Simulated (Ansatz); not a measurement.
Two isomers of CH8OSSi2: A = `CO[SiH]([SiH3])S`, B = `O[SiH2]C[SiH2]S`.

Program: Ansatz. Geometries: PBE0-D4/def2-TZVP. ΔE: electronic, gas phase. CCSD(T)/CBS adds triple-zeta CCSD(T) − MP2 to the extrapolated MP2 energy (def2 sets, frozen cores). Functionals use def2-TZVPP. B3LYP here is the variant with VWN-RPA as its local correlation; programs differ in this. One conformer a species, not always the lowest.

Which isomer does CCSD(T)/CBS put lower? Give the gap. (Best estimate.)

Ansatz gave: B, by 22.7 kcal/mol.

Give E(B) − E(A) in kcal/mol with CCSD/def2-TZVPP, r2SCAN-D4, ωB97M-V, B3LYP, B2PLYP, B3LYP-D4, MP2/def2-TZVPP. (An estimate is asked.)

Ansatz gave: CCSD/def2-TZVPP -22.1, r2SCAN-D4 -21.0, ωB97M-V -22.9, B3LYP -19.5, B2PLYP -21.4, B3LYP-D4 -19.1, MP2/def2-TZVPP -25.0. None reverses the order clearly.

Largest T1 diagnostic: 0.012.

In def2-TZVPP, CCSD(T) changes the Hartree–Fock value by −1.0 kcal/mol (the triples alone add +0.2 kcal/mol) and MP2 by −4.0 kcal/mol. From PBE to PBE0 (25 % exact exchange), in def2-TZVPP and without D4, E(B) − E(A) moves by −1.8 kcal/mol.
